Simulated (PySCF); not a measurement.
What builds the second ionisation energy along the 3d series

Calculated with PySCF 2.14 from differences of total energies of unrestricted determinants, without spin-orbit coupling. Each column adds one step, in eV (sums use unrounded values): valence MP2, valence CCSD, valence triples, then the next inner shell at CCSD(T) (Sc 3s 3p, Ti 3s 3p, V 3s 3p, Cr 3s 3p, Mn 3s 3p, Fe 3s 3p, Co 3s 3p, Ni 3s 3p, Cu 3s 3p, Zn 3s 3p). References (NIST) marked * lie between the lowest fine-structure levels; the others compare directly ((s) semi-empirical, (t) theoretical).

```json
{"element": "Sc [Ar] 3d1 4s1 → [Ar] 3d1 (ANO-RCC-VTZP, spin-free X2C)", "UHF": "12.229", "+ MP2": "0.087", "+ CCSD": "0.033", "+ (T)": "0.000", "+ inner shell": "0.415", "sum": "12.764", "reference": "12.800 *"}
{"element": "Ti [Ar] 3d2 4s1 → [Ar] 3d2 (ANO-RCC-VTZP, spin-free X2C)", "UHF": "12.930", "+ MP2": "0.174", "+ CCSD": "0.052", "+ (T)": "0.002", "+ inner shell": "0.382", "sum": "13.540", "reference": "13.575 *"}
{"element": "V [Ar] 3d4 → [Ar] 3d3 (ANO-RCC-VTZP, spin-free X2C)", "UHF": "13.159", "+ MP2": "0.755", "+ CCSD": "0.077", "+ (T)": "0.022", "+ inner shell": "0.430", "sum": "14.443", "reference": "14.634 ± 0.007 *"}
{"element": "Cr [Ar] 3d5 → [Ar] 3d4 (ANO-RCC-VTZP, spin-free X2C)", "UHF": "15.028", "+ MP2": "0.999", "+ CCSD": "0.011", "+ (T)": "0.036", "+ inner shell": "0.324", "sum": "16.399", "reference": "16.486 *"}
{"element": "Mn [Ar] 3d5 4s1 → [Ar] 3d5 (ANO-RCC-VTZP, spin-free X2C)", "UHF": "14.870", "+ MP2": "0.435", "+ CCSD": "0.027", "+ (T)": "0.015", "+ inner shell": "0.263", "sum": "15.609", "reference": "15.640"}
{"element": "Fe [Ar] 3d6 4s1 → [Ar] 3d6 (ANO-RCC-VTZP, spin-free X2C)", "UHF": "15.339", "+ MP2": "0.489", "+ CCSD": "0.025", "+ (T)": "0.028", "+ inner shell": "0.182", "sum": "16.064", "reference": "16.199 *"}
{"element": "Co [Ar] 3d8 → [Ar] 3d7 (ANO-RCC-VTZP, spin-free X2C)", "UHF": "14.729", "+ MP2": "2.651", "+ CCSD": "-0.497", "+ (T)": "0.084", "+ inner shell": "0.115", "sum": "17.083", "reference": "17.084 *"}
{"element": "Ni [Ar] 3d9 → [Ar] 3d8 (ANO-RCC-VTZP, spin-free X2C)", "UHF": "15.068", "+ MP2": "3.344", "+ CCSD": "-0.808", "+ (T)": "0.218", "+ inner shell": "0.273", "sum": "18.094", "reference": "18.169 *"}
{"element": "Cu [Ar] 3d10 → [Ar] 3d9 (ANO-RCC-VTZP, spin-free X2C)", "UHF": "17.240", "+ MP2": "3.717", "+ CCSD": "-1.069", "+ (T)": "0.240", "+ inner shell": "0.180", "sum": "20.308", "reference": "20.292 *"}
{"element": "Zn [Ar] 3d10 4s1 → [Ar] 3d10 (ANO-RCC-VTZP, spin-free X2C)", "UHF": "16.889", "+ MP2": "1.018", "+ CCSD": "-0.113", "+ (T)": "0.076", "+ inner shell": "0.049", "sum": "17.920", "reference": "17.964"}
```

What remains against the references is mostly basis incompleteness and, for starred values, spin-orbit coupling.

These are valence bases, so the inner-shell step is incomplete.
